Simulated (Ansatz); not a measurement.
Relaxation of C2H7AlFN (12 atoms, charge 0, multiplicity 1), to a largest force component of 0.015 eV/Å in at most 40 steps.

These are results of RKS PBE0/def2-SVP in Ansatz, not measurements.

```xyz
12
Properties=species:S:1:pos:R:3:forces:R:3
C -1.679 -0.817 0.994 -0.58 2.28 -0.13
Al 0.094 0.014 1.059 -0.24 -0.27 0.51
C 0.849 0.863 -0.585 2.56 -1.05 1.02
N 1.031 -0.102 -1.656 -1.73 0.73 0.18
F 0.074 1.909 -0.969 -0.41 0.40 -0.52
H -1.991 -1.179 1.972 -0.18 -0.38 0.22
H -1.722 -1.575 0.223 -0.22 -0.53 -0.39
H -2.420 0.033 0.702 0.97 -1.30 0.29
H 0.939 -0.015 2.461 -0.13 0.08 -0.46
H 1.898 1.250 -0.306 -1.05 0.44 -0.23
H 1.671 -0.824 -1.378 0.50 -0.29 -0.08
H 1.334 0.389 -2.485 0.51 -0.12 -0.41
```

Question: Where does it end, and by what steps?

Answer: The run converged. After 32 steps the energy has fallen by 2.082 eV; F5 moved furthest, 1.93 Å. Parted: C3–F5 (1.36 → 2.98 Å). Joined: Al2–F5 (2.78 → 1.70 Å).

```json
{"step": "0", "energy less start (eV)": "0.0000", "largest force component (eV/Å)": "2.557", "accepted": "yes"}
{"step": "2", "energy less start (eV)": "-0.3089", "largest force component (eV/Å)": "0.349", "accepted": "yes"}
{"step": "4", "energy less start (eV)": "-0.3533", "largest force component (eV/Å)": "0.544", "accepted": "yes"}
{"step": "6", "energy less start (eV)": "-0.4126", "largest force component (eV/Å)": "1.049", "accepted": "yes"}
{"step": "8", "energy less start (eV)": "-0.6895", "largest force component (eV/Å)": "2.446", "accepted": "yes"}
{"step": "10", "energy less start (eV)": "-1.3958", "largest force component (eV/Å)": "3.110", "accepted": "yes"}
{"step": "12", "energy less start (eV)": "-1.8401", "largest force component (eV/Å)": "1.280", "accepted": "yes"}
{"step": "14", "energy less start (eV)": "-1.9609", "largest force component (eV/Å)": "0.372", "accepted": "yes"}
{"step": "16", "energy less start (eV)": "-2.0215", "largest force component (eV/Å)": "0.405", "accepted": "yes"}
{"step": "18", "energy less start (eV)": "-2.0477", "largest force component (eV/Å)": "0.207", "accepted": "yes"}
{"step": "20", "energy less start (eV)": "-2.0639", "largest force component (eV/Å)": "0.282", "accepted": "yes"}
{"step": "22", "energy less start (eV)": "-2.0735", "largest force component (eV/Å)": "0.109", "accepted": "yes"}
{"step": "24", "energy less start (eV)": "-2.0779", "largest force component (eV/Å)": "0.068", "accepted": "yes"}
{"step": "26", "energy less start (eV)": "-2.0799", "largest force component (eV/Å)": "0.024", "accepted": "yes"}
{"step": "28", "energy less start (eV)": "-2.0815", "largest force component (eV/Å)": "0.105", "accepted": "yes"}
{"step": "30", "energy less start (eV)": "-2.0824", "largest force component (eV/Å)": "0.025", "accepted": "yes"}
{"step": "32", "energy less start (eV)": "-2.0825", "largest force component (eV/Å)": "0.010", "accepted": "yes"}
```

```xyz
12
Properties=species:S:1:pos:R:3
C -1.451 -0.652 0.533
Al -0.203 0.839 0.938
C 1.221 0.609 -0.573
N 1.258 -0.484 -1.262
F -0.823 2.394 0.664
H -1.001 -1.660 0.613
H -1.923 -0.567 -0.463
H -2.282 -0.652 1.260
H 0.748 0.711 2.234
H 2.037 1.302 -0.839
H 0.538 -1.191 -1.101
H 1.959 -0.706 -1.970
```

The run took 68 s on 2 threads of Intel(R) Xeon(R) Platinum 8488C (Sapphire Rapids), on a shared host, peak memory 0.25 GiB.
